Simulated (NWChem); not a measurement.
System: AlNH3Br; SMILES [NH2][AlH][Br]

The following NWChem deck was run.

```
start job
memory heap 200 mb stack 900 mb global 1100 mb
geometry units angstroms noautoz
  Al    -0.577357     1.085024     0.000000
  H     -2.123653     1.384781     0.000000
  Br     0.188415    -1.043500     0.000000
  N      0.614772     2.383669     0.000000
  H      1.620801     2.255621     0.000000
  H      0.386431     3.371988     0.000000
end
basis spherical
  Al library def2-svp
  H library def2-svp
  Br library def2-svp
  N library def2-svp
end
dft
  xc b3lyp
  grid fine
  iterations 150
  mulliken
end
task dft gradient
```

NWChem printed, in part:

```
             Northwest Computational Chemistry Package (NWChem) 7.3.0
             --------------------------------------------------------

 CS  symmetry detected

                             Geometry "geometry" -> ""
                             -------------------------

 Output coordinates in angstroms (scale by  1.889725989 to convert to a.u.)

  No.       Tag          Charge          X              Y              Z
 ---- ---------------- ---------- -------------- -------------- --------------
    1 Al                  13.0000    -0.58230065     1.09202420     0.00000000
    2 H                    1.0000    -2.11249945     1.46535678     0.00000000
    3 Br                  35.0000     0.08084510    -1.07067293     0.00000000
    4 N                    7.0000     0.67054517     2.33219666     0.00000000
    5 H                    1.0000     1.66930290     2.15620340     0.00000000
    6 H                    1.0000     0.48971027     3.33030126     0.00000000

 Effective nuclear repulsion energy (a.u.)     205.2583257571

      Symmetry information
      --------------------

 Group name             Cs
 Group number              2
 Group order               2
 No. of unique centers     6

                                 NWChem DFT Module
                                 -----------------

 Summary of "ao basis" -> "ao basis" (spherical)
 ------------------------------------------------------------------------------
       Tag                 Description            Shells   Functions and Types
 ---------------- ------------------------------  ------  ---------------------
 Al                         def2-svp                 8       18   4s3p1d
 H                          def2-svp                 3        5   2s1p
 Br                         def2-svp                12       32   5s4p3d
 N                          def2-svp                 6       14   3s2p1d

      Symmetry analysis of basis
      --------------------------

        a'         57
        a"         22

            General Information
            -------------------
          SCF calculation type: DFT
          Wavefunction type:  closed shell.
          No. of atoms     :     6
          No. of electrons :    58
           Alpha electrons :    29
            Beta electrons :    29
          Charge           :     0
          Spin multiplicity:     1
          Use of symmetry is: on ; symmetry adaption is: on
          Maximum number of iterations: 150
          AO basis - number of functions:    79
                     number of shells:    35
          Convergence on energy requested:  1.00D-06
          Convergence on density requested:  1.00D-05
          Convergence on gradient requested:  5.00D-04

              XC Information
              --------------
                         B3LYP Method XC Potential
                     Hartree-Fock (Exact) Exchange  0.200
                        Slater Exchange Functional  0.800 local
                    Becke 1988 Exchange Functional  0.720 non-local
              Lee-Yang-Parr Correlation Functional  0.810
                  VWN I RPA Correlation Functional  0.190 local

             Grid Information
             ----------------
          Grid used for XC integration:  fine
          Radial quadrature: Mura-Knowles
          Angular quadrature: Lebedev.
          Tag              B.-S. Rad. Rad. Pts. Rad. Cut. Ang. Pts.
          ---              ---------- --------- --------- ---------
          Al                  1.25      123           9.0       770
          H                   0.35       60          11.0       590
          Br                  1.15      140          12.0       974
          N                   0.65       70          10.0       590
          Grid pruning is: on
          Number of quadrature shells:   513
          Spatial weights used:  Erf1

      Superposition of Atomic Density Guess
      -------------------------------------

 Sum of atomic energies:       -2869.61924435

      Non-variational initial energy
      ------------------------------

 Total energy =   -2870.409467
 1-e energy   =   -4402.242849
 2-e energy   =    1326.575056
 HOMO         =      -0.365495
 LUMO         =       0.023096

      Symmetry analysis of molecular orbitals - initial
      -------------------------------------------------

  Numbering of irreducible representations:

     1 a'          2 a"

  Orbital symmetries:

     1 a'          2 a'          3 a'          4 a'          5 a"
     6 a'          7 a'          8 a'          9 a'         10 a'
    11 a"         12 a'         13 a'         14 a'         15 a"
    16 a'         17 a'         18 a"         19 a'         20 a"
    21 a'         22 a'         23 a'         24 a'         25 a'
    26 a'         27 a"         28 a'         29 a"         30 a'
    31 a"         32 a'         33 a'         34 a'         35 a'
    36 a'         37 a'         38 a"         39 a'

     ---------------------------------------------
      Total Density - Mulliken Population Analysis
     ---------------------------------------------

    Atom       Charge   Shell Charges
 -----------   ------   -------------------------------------------------------
    1 Al  13    11.97   2.00  1.99  0.83  0.14  5.93  0.57  0.34  0.16
    2 H    1     1.16   0.68  0.47  0.01
    3 Br  35    35.48   2.00  2.00  2.00  1.37  0.58  6.00  5.99  2.41  3.13  8.23  1.73  0.05
    4 N    7     7.90   1.99  1.04  0.46  2.65  1.76  0.00
    5 H    1     0.75   0.59  0.12  0.05
    6 H    1     0.75   0.58  0.12  0.05

   convergence    iter        energy       DeltaE   RMS-Dens  Diis-err
 ---------------- ----- ----------------- --------- --------- ---------
 d= 0,ls=0.0,diis     1  -2872.8073514105 -3.08D+03  1.19D-02  4.81D-01
 d= 0,ls=0.0,diis     2  -2872.7711072128  3.62D-02  7.37D-03  7.52D-01
 d= 0,ls=0.0,diis     3  -2872.8554405093 -8.43D-02  1.76D-03  4.22D-02
 d= 0,ls=0.0,diis     4  -2872.8599177359 -4.48D-03  7.28D-04  4.53D-03
 d= 0,ls=0.0,diis     5  -2872.8603745553 -4.57D-04  1.28D-04  7.81D-05
  Resetting Diis
 d= 0,ls=0.0,diis     6  -2872.8603856907 -1.11D-05  1.45D-05  1.27D-06
 d= 0,ls=0.0,diis     7  -2872.8603858833 -1.93D-07  3.01D-06  1.73D-08

         Total DFT energy =    -2872.860385883325
      One electron energy =    -4405.296613842977
           Coulomb energy =     1445.313599051417
    Exchange-Corr. energy =     -118.135696848869
 Nuclear repulsion energy =      205.258325757104

 Numeric. integr. density =       57.999998735249

                  Occupations of the irreducible representations
                  ----------------------------------------------

                     irrep           alpha         beta
                     --------     --------     --------
                     a'               22.0         22.0
                     a"                7.0          7.0

                       DFT Final Molecular Orbital Analysis
                       ------------------------------------

 Vector   27  Occ=2.000000D+00  E=-3.018896D-01  Symmetry=a"
              MO Center=  8.0D-02, -5.5D-01, -2.9D-14, r^2= 2.7D+00
   Bfn.  Coefficient  Atom+Function         Bfn.  Coefficient  Atom+Function
  ----- ------------  ---------------      ----- ------------  ---------------
    40      0.531498  3 Br pz                37      0.476525  3 Br pz
    34     -0.318212  3 Br pz                61     -0.170953  4 N  pz
    64      0.133207  4 N  pz                13      0.131052  1 Al pz
    10      0.108305  1 Al pz                31      0.103466  3 Br pz
     7     -0.066435  1 Al pz                52      0.029634  3 Br d -1

 Vector   28  Occ=2.000000D+00  E=-2.888791D-01  Symmetry=a'
              MO Center= -7.8D-02, -7.4D-01, -2.3D-14, r^2= 2.4D+00
   Bfn.  Coefficient  Atom+Function         Bfn.  Coefficient  Atom+Function
  ----- ------------  ---------------      ----- ------------  ---------------
    38      0.553452  3 Br px                35      0.494031  3 Br px
    32     -0.328537  3 Br px                20      0.151470  2 H  s
    19      0.134348  2 H  s                 39      0.124593  3 Br py
    36      0.108803  3 Br py                29      0.106776  3 Br px
    58     -0.097207  4 N  s                 33     -0.072736  3 Br py

 Vector   29  Occ=2.000000D+00  E=-2.683137D-01  Symmetry=a"
              MO Center=  5.2D-01,  1.8D+00,  1.7D-15, r^2= 2.4D+00
   Bfn.  Coefficient  Atom+Function         Bfn.  Coefficient  Atom+Function
  ----- ------------  ---------------      ----- ------------  ---------------
    61      0.522275  4 N  pz                64     -0.444276  4 N  pz
    40      0.252315  3 Br pz                37      0.199317  3 Br pz
    34     -0.134301  3 Br pz                13     -0.119748  1 Al pz
    10     -0.087559  1 Al pz                 7      0.055965  1 Al pz
    15     -0.053745  1 Al d -1              31      0.043655  3 Br pz

[...]

                         DFT ENERGY GRADIENTS

    atom               coordinates                        gradient
                 x          y          z           x          y          z
   1 Al     -1.100389   2.063627   0.000000    0.002985  -0.001146   0.000000
   2 H      -3.992045   2.769123   0.000000   -0.001137   0.000066   0.000000
   3 Br      0.152775  -2.023278   0.000000   -0.000687   0.002778   0.000000
   4 N       1.267147   4.407213   0.000000    0.000363  -0.000079   0.000000
   5 H       3.154525   4.074634   0.000000   -0.001640   0.000102   0.000000
   6 H       0.925418   6.293357   0.000000    0.000116  -0.001722   0.000000
```

Level: B3LYP/def2-SVP. Structure relaxed at the PBE0/def2-SVP level.
